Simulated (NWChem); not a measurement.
Molecule: CH₇BOSi; SMILES [SiH3]OBC

```xyz
11

B     -0.3546     1.0930    -0.0001
H     -1.5670     0.9447    -0.0090
C      0.2804     2.5229     0.0010
H     -0.0999     3.1032     0.8593
H     -0.0535     3.0766    -0.8939
H      1.3794     2.5178     0.0282
O      0.4287    -0.0146     0.0057
Si     0.0800    -1.6564     0.0004
H     -1.3971    -1.8746    -0.0087
H      0.6817    -2.2616     1.2210
H      0.6958    -2.2567    -1.2157
```
Atoms are numbered in this order, from 1.

STO-3G and 3-21G are far too small for this property and stand as cheap habits. Coordinates come from a PBE0/def2-SVP optimisation.

Question: Give the principal values of the shielding tensors (ppm) of B1, C3, O7, Si8 from Hartree-Fock/STO-3G, GIAO (NWChem), with their diamagnetic and paramagnetic parts as GIAO splits them.

Answer: 
```tsv
atom	σ11	σ22	σ33	isotropic	diamagnetic	paramagnetic
B1	54.3	78.2	132.8	88.4	198.7	-110.2
C3	225.1	237.4	241.9	234.8	246.2	-11.4
O7	96.5	370.3	585.3	350.7	380.7	-30.0
Si8	562.4	585.4	672.8	606.9	866.4	-259.6
```
